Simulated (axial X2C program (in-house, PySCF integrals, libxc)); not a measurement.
## Nuclear properties of TlAs

Calculated with an in-house all-electron X2C program for linear molecules (integrals from PySCF): two-component X2C with atomic mean-field Coulomb and Gaunt terms, Gaussian nuclei, basis Tl dyall-cv3z, As dyall-cv3z with contracted cores.

R = 2.794 Å (near the PBE0 minimum at charge 0 of the determinant lowest at the starting distance; the state shown can have its own minimum elsewhere).

Input and command:
```json
{"zs": [81, 33], "q": 0, "bas": ["dyall-cv3z", "dyall-cv3z"], "r0": 2.65, "levels": ["PBE0", "HF", "PBE50", "BP86", "B3LYP"], "nst": 3}
```
```bash
python soeom.py task.json out
```

Keys: zs atomic numbers; q charge; bas basis sets; r0 starting distance in Å; levels methods; nst determinants followed.

Determinant lowest in the PBE0 search, Ω = 1 (⟨Sz⟩ = 1.02, ⟨Lz⟩ = -0.02 at PBE0), spin on the atoms Tl 0.04, As 0.98:

```
level  Eeff magnitude (GV/cm)  Ws magnitude Tl (kHz)  A∥/gI Tl (MHz)  qzz Tl (a.u.)  A∥/gI As (MHz)  qzz As (a.u.)  μ (D)
 PBE0                   0.998                   1.58            -306         -11.28            -520          -3.47  -2.32
   HF                    30.9                   36.3            -380         -11.80            -444          -3.02  -2.35
PBE50                    1.54                   1.48            -289         -11.78            -498          -3.35  -2.48
 BP86                    2.29                   3.17            -326         -10.70            -506          -3.66  -2.10
B3LYP                    2.63                   3.59            -271         -10.89            -474          -3.56  -2.21
```

Determinant 0.67 eV from it at PBE0 and this distance, Ω = 0 (closed shell), highest spinor 57% As p, 31% Tl p, 8% Tl s:

```json
{"level": "PBE0", "qzz Tl (a.u.)": "-10.18", "qzz As (a.u.)": "-4.10", "μ (D)": "-2.13"}
{"level": "HF", "qzz Tl (a.u.)": "-11.41", "qzz As (a.u.)": "-3.92", "μ (D)": "-2.54"}
{"level": "PBE50", "qzz Tl (a.u.)": "-10.82", "qzz As (a.u.)": "-3.95", "μ (D)": "-2.35"}
{"level": "BP86", "qzz Tl (a.u.)": "-9.52", "qzz As (a.u.)": "-4.28", "μ (D)": "-1.85"}
{"level": "B3LYP", "qzz Tl (a.u.)": "-9.86", "qzz As (a.u.)": "-4.23", "μ (D)": "-2.02"}
```

Eeff is the effective electric field on the electron electric dipole moment in this Ω state and Ws the scalar–pseudoscalar constant of the nucleus named (defined with the proton number Z and per Ω); A∥ (defined per Ω) follows by multiplying with gI = μI/(I μN); qzz is the electric field gradient, eQq0 = 234.96 MHz × Q/barn × qzz; μ is positive if the As end (last atom) is positive. The operators were transformed with the bare-nucleus X2C matrices; with these basis sets, hyperfine constants and field gradients can be off by tens of per cent, and where levels differ in sign neither size nor sign is settled.

Task: With gI(205Tl) = 3.2764, gI(75As) = 0.9597, Q(75As) = 0.311 barn (g factors from the IAEA table of nuclear moments by Stone; Q from Pyykkö, Mol. Phys. 2018), turn the PBE0 values of the first state into constants in MHz.

Result: A∥(205Tl) = -306 × 3.2764 = -1000 MHz; A∥(75As) = -520 × 0.9597 = -499 MHz; eQq0(75As) = 234.96 × (0.311) × (-3.47) = -254 MHz.

Each state is one determinant with collinear spin, which with several unpaired electrons need not be a pure state. Unrestricted Hartree–Fock can overshoot spin polarisation at the nuclei. In the state Ω = 1 the sign of Eeff differs between levels (HF, PBE50 against PBE0). A closed determinant beside an open π² or δ² triplet, such as (π1/2)², mixes with its partner pair into the 0⁺ component of the triplet and ¹Σ⁺, so its energy is not that of a level, and 0⁺ can lie lowest. With several open shells hyperfine constants can be off by a factor of several. Where Eeff spreads by more than a factor of two the levels disagree and none is to be relied on. Open-shell Ω = 0 determinants with evenly filled partner blocks cannot be reached by this program, so the Ω shown need not be the lowest component. States lie within half an eV, so the first need not be the ground state. The sign of Ws at Tl differs between levels in the first state. Further determinants of the search, some of them spin-mixed, are not shown. PBE0 term energies can be off by some tenths of an eV.
